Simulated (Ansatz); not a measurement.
Consider the formal exchange of groups at a Zn–O bond: `[NH2][Zn][OH]` + BH₃ → `[BH2][Zn][NH2]` + H₂O.

Calculated with Ansatz (gas phase, PBE0-D4/def2-TZVP geometries, no zero-point term in ΔE). CCSD(T)/CBS is the MP2 limit (def2-TZVPP, def2-QZVPP) plus CCSD(T) − MP2 in def2-TZVPP, frozen cores. This one scheme is used for every species. For Zn outer-core shells are correlated without core-valence functions, which leaves a few kJ/mol of doubt a bond. Scalar relativity is left out up to krypton. One conformer a species, not always the lowest.

```json
{"species": "`[NH2][Zn][OH]`", "HF/CBS(def2) energy (Eh)": "-1908.99544"}
{"species": "BH₃", "HF/CBS(def2) energy (Eh)": "-26.40255"}
{"species": "`[BH2][Zn][NH2]`", "HF/CBS(def2) energy (Eh)": "-1859.30588"}
{"species": "H₂O", "HF/CBS(def2) energy (Eh)": "-76.06721"}
```

Problem. Work out ΔE.

Solution. ΔE = (-1859.30588) + (-76.06721) − (-1908.99544) − (-26.40255) = 0.02490 Eh = +65.4 kJ/mol. CCSD(T)/CBS gives +48.5 kJ/mol.

Largest T1 diagnostic among the species: 0.017.

From BLYP to BHLYP (50 % exact exchange), in def2-TZVPP and without D4, ΔE moves by +6.7 kJ/mol. Leaving LDA and LC-ωPBE aside and taking each functional with its dispersion term where it has one, the values, not all of them listed here, spread over 19.8 kJ/mol, from PBE-D4 to B2PLYP. LDA lies −5.9 kJ/mol from PBE without D4.
